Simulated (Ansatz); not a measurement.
`C#C[SiH2]O` + H–F → `O[SiH2]F` + `C#C` at 600 K and 1 bar (ligand exchange at the Si–C bond).

Computed with Ansatz on PBE0-D4/def2-TZVP structures; ΔE is electronic, products minus reactants. CCSD(T)/CBS is the MP2 limit (def2-TZVPP, def2-QZVPP) plus CCSD(T) − MP2 in def2-TZVPP, frozen cores. This one scheme is used for every species. Each species was taken in one conformer, which may not be the lowest.

```csv
species,CCSD(T)/CBS energy (Eh),H − E (kJ/mol),S (J/(mol·K))
`C#C[SiH2]O`,-442.75166,182.7,384.3
H–F,-100.39570,42.3,194.0
`O[SiH2]F`,-465.96250,127.7,331.4
`C#C`,-77.22717,96.2,235.4
```

H − E and S are ideal-gas, rigid-rotor, harmonic terms from PBE0-D4/def2-TZVP, for one conformer and one mirror image of each species. 1 Eh = 2625.50 kJ/mol, R = 8.31446 J/(mol·K).

Problem. By hand: ΔE, ΔH, ΔS and ΔG.

Solution. ΔE = (-465.96250) + (-77.22717) − (-442.75166) − (-100.39570) = -0.04231 Eh = -111.1 kJ/mol. Δ(H − E) = 127.7 + 96.2 − 182.7 − 42.3 = -1.1, so ΔH = -112.2 kJ/mol. ΔS = 331.4 + 235.4 − 384.3 − 194.0 = -11.5 J/(mol·K). ΔG = -112.2 − 600 × (-11.5)/1000 = -105.3 kJ/mol.

Problem. By hand: the equilibrium constant, and the temperature at which ΔG would vanish if ΔH and ΔS stayed fixed.

Solution. log₁₀ K = −ΔG/(RT ln 10) = 9.2. ΔG = 0 at ΔH/ΔS = 9757 K, far beyond where these terms or the molecules hold.

The number of gas molecules stays the same, so ΔS is small and ΔH decides. A doubt of 5 kJ/mol in ΔE shifts log₁₀ K by 0.4 here. Other conformers and mirror images would add mixing entropy, several J/(mol·K) or more a flexible species. These are equilibria of isolated gas molecules and say nothing of rates. Largest T1 diagnostic: 0.013 (customary marks: 0.02 for closed shells, 0.045 for open ones).
